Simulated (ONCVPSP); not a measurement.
# How hard is this Fe ONCV potential?

```
Element                 : Fe (Z = 26)
Generator               : ONCVPSP 4.0.1
Type                    : optimised norm-conserving Vanderbilt (ONCV)
Functional              : PBE
Relativity              : fully relativistic
Frozen core             : [Ne]
Valence charge          : 16
Reference configuration : 3s2 3p6 3d6 4s1 (charge +1)
Partial waves           : 3s+4s: rc 1.60 bohr, ncon 4, nbas 7, qcut 6.7 1/bohr, 2 projectors; 3p: rc 1.30 bohr, ncon 4, nbas 7, qcut 12 1/bohr, 2 projectors, debl 2.1 Ha; 3d: rc 1.65 bohr, ncon 4, nbas 8, qcut 9.6 1/bohr, 1 projector
Local potential         : polynomial inside 0.85 bohr (lpopt 1, dvloc0 -1 Ha)
Core correction         : Teter function, fcfact 3, rcfact 1.35
```

Open shells are filled in proportion to 2j + 1.

In the p channel the program set the typed energies aside and used -2.501, 0.250 Ha (j = l + 1/2; the other j can differ).

**Question.** For each optimised wave give the share of its norm inside rc, the residual kinetic energy above qcut (Ha) and the cutoffs (Ha) for errors of 10, 1, 0.1 and 0.01 mHa per electron.

**Answer.**

| wave | norm inside rc | residual KE | 10 mHa | 1 mHa | 0.1 mHa | 0.01 mHa |
| --- | --- | --- | --- | --- | --- | --- |
| 3s | 0.982 | 1.9e-06 | 9.8 | 12.8 | 15.3 | 17.3 |
| 4s | 0.099 | 3.2e-05 | 7.2 | 10.0 | 18.2 | 40.2 |
| 3p j=3/2 | 0.892 | 3.2e-08 | 27.3 | 36.0 | 44.1 | 51.5 |
| p projector 2 j=3/2 | 0.025 | 3.4e-09 | 17.6 | 26.4 | 34.4 | 41.3 |
| 3p j=1/2 | 0.897 | 3.1e-08 | 28.0 | 36.9 | 45.2 | 52.4 |
| p projector 2 j=1/2 | 0.025 | 3.1e-09 | 18.1 | 27.1 | 35.3 | 42.4 |
| 3d j=5/2 | 0.834 | 3.8e-06 | 30.8 | 36.5 | 40.6 | 44.2 |
| 3d j=3/2 | 0.836 | 3.9e-06 | 30.9 | 36.6 | 40.7 | 44.2 |

The occupied waves need 37 Ha and 45 Ha for 1 and 0.1 mHa.
